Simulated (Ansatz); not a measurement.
C₈H₁₂Sn (SMILES C=[CH][Sn]([CH]=C)([CH]=C)[CH]=C), singlet, at a GFN2-xTB geometry (such geometries of metal compounds can be far from the true shape) (all electrons, no relativity); CAM-B3LYP/3-21G (Ansatz, an electronic-structure program).

Here is a job for Ansatz.
Ansatz 0.2 input:
```yaml
crystal:
  periodic: [false, false, false]
  atoms:
    - {symbol: C, position_ang: [-2.34956217, 1.98384491, -0.10175669]}
    - {symbol: C, position_ang: [-1.31431038, 1.62809920, 0.63354554]}
    - {symbol: Sn, position_ang: [0.11122402, 0.07558467, 0.09454479]}
    - {symbol: C, position_ang: [-0.30611682, -1.70543337, 1.27356854]}
    - {symbol: C, position_ang: [-1.40849447, -1.90148357, 1.97024161]}
    - {symbol: C, position_ang: [-0.05378305, -0.38416470, -2.02350741]}
    - {symbol: C, position_ang: [-0.48326960, -1.52892442, -2.51764415]}
    - {symbol: C, position_ang: [2.12594803, 0.77630803, 0.52546259]}
    - {symbol: C, position_ang: [3.14597075, 0.69349121, -0.30643983]}
    - {symbol: H, position_ang: [-2.56400531, 1.52412988, -1.05263064]}
    - {symbol: H, position_ang: [-3.03546011, 2.75783006, 0.21275599]}
    - {symbol: H, position_ang: [-1.14440948, 2.12330475, 1.58003164]}
    - {symbol: H, position_ang: [0.45915531, -2.46966498, 1.26446482]}
    - {symbol: H, position_ang: [-2.19855318, -1.16972481, 2.01274545]}
    - {symbol: H, position_ang: [-1.57413943, -2.80792449, 2.53531719]}
    - {symbol: H, position_ang: [0.23777051, 0.40764976, -2.70055144]}
    - {symbol: H, position_ang: [-0.78748174, -2.34847672, -1.88748130]}
    - {symbol: H, position_ang: [-0.55216069, -1.70204623, -3.58252119]}
    - {symbol: H, position_ang: [2.27726639, 1.21717371, 1.50148224]}
    - {symbol: H, position_ang: [4.12960787, 1.05481756, -0.04166517]}
    - {symbol: H, position_ang: [3.05291553, 0.26327375, -1.29000798]}
basis:
  gaussian:
    orbitals: 3-21G.json
hamiltonian:
  xc: cam_b3lyp
```
The basis file holds 3-21G in the JSON format of the Basis Set Exchange.

It wrote (shortened):

```
Functional definition: CAM-B3LYP
1675 factors; integrals over basis functions are off by at most 1.1e-3 eV
527 factors; integrals over basis functions are off by at most 5.6e-6 eV
mean field evaluation 1: about -171683.9740 eV, gradient 5.6e1 eV
mean field evaluation 2: about -171687.1935 eV, gradient 4.1e1 eV
mean field evaluation 4: about -171691.2292 eV, gradient 1.7e0 eV
mean field evaluation 8: about -171691.2544 eV, gradient 6.3e-2 eV
mean field evaluation 16: about -171691.2545 eV, gradient 7.7e-5 eV
mean field -171691.25445847 eV, -6309.5372248368 hartree, gradient 7.7e-5 eV, S^2 0.000000; 0 other end points of the search recorded, 0 dependent functions left out
reference -171691.25462596 eV, -6309.5372309916 hartree; 55, 55 occupied and 74, 74 virtual orbitals, 1675 factors
Total energy: -171691.25462596 eV, -6309.5372309916 hartree
```
